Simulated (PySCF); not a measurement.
Basis-set dependence of GaB⁺ at CCSD(T)

PySCF, UHF reference; doublet, unpaired electrons σ ↑; De to Ga⁺ + B without counterpoise correction. Frozen cores follow the default of each basis and core potential.

```
             basis                           relativity  functions  Re (Å)  ωe (cm⁻¹)  De (eV)  frozen orbitals
        x2c-SVPall                        spin-free X2C         46   2.764        206     0.66               10
         def2-SVPD                        no relativity         58   2.785        204     0.68               10
cc-pVTZ-PP/cc-pVTZ  scalar-relativistic core potentials         69   2.742        216     0.75                5
```

How does each smaller set differ from the one with most functions, cc-pVTZ-PP/cc-pVTZ?

x2c-SVPall: +2.2 pm, -4.6 % in ωe, -0.09 eV in De; def2-SVPD: +4.3 pm, -5.6 % in ωe, -0.07 eV in De. All at CCSD(T); the set with most functions is neither the basis-set limit nor always the best. The rows treat relativity differently, so the differences are not basis effects alone.

Correlated steps freeze the inner cores (5 to 10 orbitals); shallow outer-core shells are correlated. Correlated levels converge slowly with the basis: in double zeta they bind strong bonds too weakly, by up to about 1 eV, and carry superposition errors of some tenths. Spin–orbit coupling is left out. For an ion De counts to the pair picked by the measured ionisation energies or electron affinities, which need not be the lowest pair at this level. The state is the lowest determinant that a PBE0 search found; another state may lie lower at other levels.
